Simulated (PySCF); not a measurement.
CH₆BFGeO, SMILES CO[B](F)[GeH3]. Heavy atoms are numbered as in [B:1]([F:2])([GeH3:3])[O:7][CH3:8]. Hydrogens are named by the atom that carries them.

Geometry optimised at TPSSh-D3(BJ)/def2-SVP. This is a generated structure with no PubChem entry under its InChIKey; it may be hypothetical. Other conformers were not sampled.

Method: PBE/pcSseg-1 (PySCF).

GIAO shieldings, no solvent; atoms alike by connectivity are averaged. δ = σ(ref) − σ: ¹¹B against BF3 (σ = 83.9 ppm); ¹⁹F against CFCl3 (σ = 133.6 ppm); ⁷³Ge against GeH4 (σ = 1614.4 ppm); ¹H against TMS (σ = 31.49 ppm); ¹⁷O against H2O (σ = 334.3 ppm); ¹³C against TMS (σ = 182.0 ppm), references at their B3LYP-D3(BJ)/def2-TZVP geometries, non-relativistic.

| atoms | nucleus | count | δ (ppm) |
|---|---|---|---|
| B1 | ¹¹B | 1 | 20.0 |
| F2 | ¹⁹F | 1 | -54.3 |
| Ge3 (GeH3) | ⁷³Ge | 1 | (withheld) |
| H on C8 | ¹H | 3 | (withheld) |
| H on Ge3 | ¹H | 3 | 3.72 |
| O7 | ¹⁷O | 1 | 188.6 |
| C8 (CH3) | ¹³C | 1 | (withheld) |

Problem. Fill in the missing entries. (An estimate is asked for; the answer gives what the named calculation found.)

Solution. 
- Ge3 (GeH3), δ (ppm): -49.9
- C8 (CH3), δ (ppm): 60.4
- H on C8, δ (ppm): 4.19
